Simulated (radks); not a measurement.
Results of a calculation; reference values are marked as such.
Problem. The table gives one normalised radial function P(r) = r R(r) of Ga4+ in [Ne] 3s2 3p5 3d9 4f1 (r in bohr). Code: a radial shooting solver on a logarithmic mesh with Libxc functionals. Model: scalar-relativistic Kohn-Sham, PBEsol, spin-polarised, spherical densities, point nucleus; open shells are filled with parallel spins first.

r         P
0.003256   0.0040
0.004976   0.0087
0.007543   0.0187
0.01153    0.0402
0.01747    0.0827
0.0267     0.1650
0.04047    0.3025
0.06185    0.5001
0.09375    0.6806
0.1433     0.6532
0.2172     0.1796
0.3318    -0.6905
0.503     -1.2993
0.7686    -1.1090
1.165     -0.4901
1.78      -0.0934
2.699     -0.0059
4.124     -0.0001
6.252     0.0000
9.553     0.0000

Which n and l does it have? It may be an empty orbital.

Solution. n = 3, l = 1: the number of nodes gives n - l - 1 = 1, the rise at small r (about r^(l+1)) gives l, and the extent must fit the shell. The curve is that of 3p down; the table hardly tells the two spins apart. 3p down: eigenvalue -172.90 eV, 1 radial node at r = 0.239 bohr, <r> = 0.662 bohr, 90 % of the charge inside 1.01 bohr.
